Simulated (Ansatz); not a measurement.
Basis sets compared for AsP3. The state is a singlet with charge 0. Geometry r2SCAN-D4/def2-SVP. Ansatz on 4 threads of Arm Neoverse V2 on a shared host; times are rough, and most runs start from earlier orbitals.

```xyz
4

P     0.974   -0.747   -0.606
P    -1.211   -0.389   -0.505
P     0.200    1.312   -0.334
As    0.038   -0.176    1.444
```

The 6-31G sets use Cartesian d functions. The structure comes from a short search, and lower isomers may exist.

Binding counts from free atoms (P quartet, As quartet) in the same basis, without a counterpoise term.

```csv
level,functions,energy (Eh),HOMO (eV),LUMO (eV),binding per atom (eV),wall time
HF/STO-3G,45,-3220.0470,-6.09,7.05,1.20,0.15 s
HF/6-31G,68,-3255.8617,-9.98,1.38,-0.44,0.3 s
PBE-D4/def2-SVP,86,-3258.6209,-6.49,-1.72,3.14,0.55 s
PBE-D4/def2-TZVP,159,-3259.2608,-6.41,-1.75,3.28,1 s
r2SCAN-D4/def2-TZVP,159,-3259.9618,-6.68,-1.66,3.05,2.5 s
PBE0-D4/def2-SVP,86,-3258.7582,-7.52,-0.99,2.92,0.75 s
PBE0-D4/def2-TZVP (with forces),159,-3259.3965,-7.39,-0.99,3.08,2.4 s
```

Estimate the rows for PBE-D4/def2-TZVPD, r2SCAN-D4/def2-TZVPD, PBE0-D4/def2-TZVPD.


```tsv
level	functions	energy (Eh)	HOMO (eV)	LUMO (eV)	binding per atom (eV)	wall time
PBE-D4/def2-TZVPD	183	-3259.2623	-6.44	-1.82	3.28	1.4 s
r2SCAN-D4/def2-TZVPD	183	-3259.9629	-6.69	-1.68	3.06	3.2 s
PBE0-D4/def2-TZVPD	183	-3259.3976	-7.40	-1.06	3.08	2.1 s
```
